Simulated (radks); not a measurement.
Task: The table gives one normalised radial function P(r) = r R(r) of Se2+ in [Ar] 3d10 4s2 4p2 (r in bohr). Method: scalar-relativistic Kohn-Sham, BLYP, spin-polarised, spherical densities, finite nucleus; open shells are filled with parallel spins first; Fermi nuclear charge, rms radius 4.14 fm; computed with a radial shooting solver on a logarithmic mesh with Libxc functionals.

r	P
0.003501	0.0060
0.004669	0.0102
0.006228	0.0173
0.008306	0.0291
0.01108	0.0485
0.01478	0.0798
0.01971	0.1289
0.02629	0.2027
0.03506	0.3072
0.04676	0.4428
0.06237	0.5950
0.08318	0.7229
0.1109	0.7519
0.1492	0.5786
0.1989	0.1497
0.2653	-0.4793
0.3539	-1.0914
0.472	-1.4024
0.6296	-1.2771
0.8397	-0.8553
1.12	-0.4141
1.494	-0.1374
1.992	-0.0284
2.657	-0.0032
3.544	-0.0002
4.727	0.0000
6.305	0.0000
8.409	0.0000
11.22	0.0000

Which n and l does it have? It may be an empty orbital.

Result: n = 3, l = 1: the number of nodes gives n - l - 1 = 1, the rise at small r (about r^(l+1)) gives l, and the extent must fit the shell. The curve is that of 3p up; the table hardly tells the two spins apart. 3p up: eigenvalue -175.41 eV, 1 radial node at r = 0.214 bohr, <r> = 0.590 bohr, 90 % of the charge inside 0.903 bohr.
